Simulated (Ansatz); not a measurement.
Relaxation of the cluster Li₃Si₆ with UKS PBE0-D4/def2-SVP.

```sh
$ ansatz run in.yaml --threads 4 --pin off --events-out ev --progress --plain --max-ram 4787MiB
```

```yaml
crystal:
  periodic: [false, false, false]
  atoms:
    - {symbol: Li, position_ang: [1.775540, 0.490390, -1.677620]}
    - {symbol: Li, position_ang: [2.395320, 0.129240, 0.672120]}
    - {symbol: Li, position_ang: [0.830740, 2.092040, 0.092620]}
    - {symbol: Si, position_ang: [-0.050980, -0.249150, 1.272420]}
    - {symbol: Si, position_ang: [-0.680330, 0.117070, -1.100450]}
    - {symbol: Si, position_ang: [-1.511540, 1.685140, 0.674840]}
    - {symbol: Si, position_ang: [-2.609110, -0.400030, 0.624560]}
    - {symbol: Si, position_ang: [-1.186670, -2.186800, -0.030690]}
    - {symbol: Si, position_ang: [1.037030, -1.677890, -0.527800]}
basis:
  gaussian: {orbitals: def2-SVP}
magnetization: {spin_polarized: true, initial_magnetization: 1}
hamiltonian: {xc: pbe0, dispersion: d4}
scf: {lower_state_search: "off"}
output: {orbitals: {seedname: orbitals}}
relax: {f_tol: 0.02, max_steps: 100}
```

Hardware: 4 threads of AMD EPYC 9R45 on a shared host. Wall time 14 s.

Positions (Å) and forces (eV/Å) at steps 1, 2, 3, 4, 7 of 7:

```xyz
9
step=1 energy=-47843.6409 eV
Li    1.776    0.490   -1.678    0.122   -0.034   -0.867
Li    2.395    0.129    0.672    0.527   -0.251    0.652
Li    0.831    2.092    0.093   -0.199    0.511    0.136
Si   -0.051   -0.249    1.272   -0.191   -0.165   -0.150
Si   -0.680    0.117   -1.100   -0.107   -0.181    0.169
Si   -1.512    1.685    0.675    0.439   -0.227   -0.163
Si   -2.609   -0.400    0.625   -0.128    0.238    0.078
Si   -1.187   -2.187   -0.031   -0.013   -0.714   -0.108
Si    1.037   -1.678   -0.528   -0.450    0.823    0.253
9
step=2 energy=-47843.9999 eV
Li    1.787    0.476   -1.872   -0.004   -0.036   -0.186
Li    2.499    0.065    0.824    0.083   -0.081    0.145
Li    0.812    2.216    0.117    0.088    0.098   -0.006
Si   -0.080   -0.274    1.281   -0.112    0.036   -0.210
Si   -0.711    0.096   -1.099    0.014   -0.019    0.243
Si   -1.478    1.664    0.661    0.152   -0.127   -0.067
Si   -2.616   -0.408    0.626   -0.170    0.093    0.064
Si   -1.209   -2.246   -0.035    0.039   -0.363   -0.066
Si    0.996   -1.589   -0.503   -0.089    0.398    0.084
9
step=3 energy=-47844.0500 eV
Li    1.745    0.466   -2.041   -0.022   -0.033    0.103
Li    2.540    0.011    0.980   -0.067   -0.007   -0.083
Li    0.848    2.249    0.116    0.060   -0.047   -0.025
Si   -0.111   -0.267    1.271    0.025   -0.058    0.068
Si   -0.730    0.100   -1.072   -0.010   -0.028   -0.075
Si   -1.458    1.652    0.652   -0.077    0.090    0.027
Si   -2.638   -0.422    0.631    0.021   -0.034   -0.010
Si   -1.193   -2.292   -0.046    0.082    0.082   -0.008
Si    0.997   -1.498   -0.490   -0.012    0.035    0.003
9
step=4 energy=-47844.0546 eV
Li    1.759    0.444   -2.020   -0.006    0.007    0.042
Li    2.542   -0.004    0.949   -0.022    0.016   -0.029
Li    0.854    2.220    0.111   -0.009   -0.040   -0.004
Si   -0.113   -0.249    1.277   -0.033   -0.004    0.086
Si   -0.733    0.119   -1.071   -0.064    0.017   -0.052
Si   -1.489    1.663    0.661    0.021    0.017   -0.007
Si   -2.635   -0.437    0.628    0.009   -0.004   -0.002
Si   -1.168   -2.288   -0.052   -0.118    0.016    0.034
Si    0.983   -1.469   -0.482    0.223   -0.024   -0.068
9
step=7 energy=-47844.0591 eV
Li    1.763    0.461   -1.997    0.000    0.000   -0.001
Li    2.535    0.012    0.934   -0.001    0.000    0.000
Li    0.855    2.199    0.109    0.000   -0.002    0.000
Si   -0.118   -0.260    1.281    0.000    0.002   -0.003
Si   -0.741    0.108   -1.075    0.000    0.001    0.005
Si   -1.479    1.667    0.653    0.000   -0.004   -0.002
Si   -2.635   -0.428    0.631    0.000    0.000    0.000
Si   -1.175   -2.283   -0.045   -0.002    0.001    0.001
Si    0.996   -1.477   -0.491    0.002    0.001    0.000
```

Another isomer (doublet) lies 0.63 eV lower at PBE0-D4/def2-TZVP; other spin states weren't run for this one.
